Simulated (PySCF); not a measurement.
Co(OH)3 (CoH3O3), SMILES [OH][Co]([OH])[OH] (connectivity only; charge and spin as stated), neutral, multiplicity 5.

Coordinates come from a PBE-D3(BJ)/def2-SVP optimisation. The multiplicity is an assumed one; other spin states were not compared. Other conformers were not sampled.

Level of theory: CAM-B3LYP/def2-TZVPD in PySCF.

Isolated molecule, no solvent.

Computed frontier levels, dipole moment and polarisability:
```yaml
"α spin, highest occupied and lowest empty level": -10.22 and -0.14 eV
"β spin, highest occupied and lowest empty level": -10.49 and -2.50 eV
dipole_moment: 2.76 D
quadrupole, principal values (traceless, Buckingham form, about the centre of nuclear charge): -8.67, -2.07, 10.74 D·Å
mean_static_polarisability: 51.6 bohr³ (7.65 Å³)
polarisability_principal_values: 31.7, 58.0, 65.2 bohr³
"⟨S²⟩": 6.018 (pure state 6.00)
```
